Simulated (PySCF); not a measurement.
Se(Me)(SeH) (CH₄Se₂), SMILES C[Se][SeH]. Atoms are numbered in the order given.

```xyz
7

Se     0.3513     0.7460     0.6399
C      2.1145     0.4774    -0.1940
H      2.7851     1.2190     0.2664
H      2.0518     0.6537    -1.2750
H      2.4837    -0.5352     0.0123
Se    -0.9204    -0.8113    -0.5847
H     -0.6595    -1.9830     0.2851
```
Charge 0, spin multiplicity 1.

Coordinates come from a B3LYP-D3(BJ)/def2-SVP optimisation. The values are those of a single conformer.

Two levels are set side by side: PBE/pcSseg-1 (PySCF) and PBE0/pcSseg-1 (PySCF). GIAO shifts against Me2Se (⁷⁷Se), TMS (¹H), TMS (¹³C) at the same level; non-relativistic, no solvent, atoms listed together averaged. Differences are taken from unrounded values.

| quantity | PBE0 | PBE | PBE minus PBE0 |
|---|---|---|---|
| δ(⁷⁷Se) of Se1 (ppm) | 237.5 | 264.5 | 27.0 |
| δ(¹³C) of C2 (ppm) | 27.6 | 29.5 | 1.9 |
| δ(⁷⁷Se) of Se6 (ppm) | 101.5 | 102.0 | 0.5 |
| δ(¹H) of H7 (ppm) | 3.81 | 3.85 | 0.03 |

Rough cost on one machine, each run with all the roots and properties that it gave: PBE0 against PBE within a factor of 2.
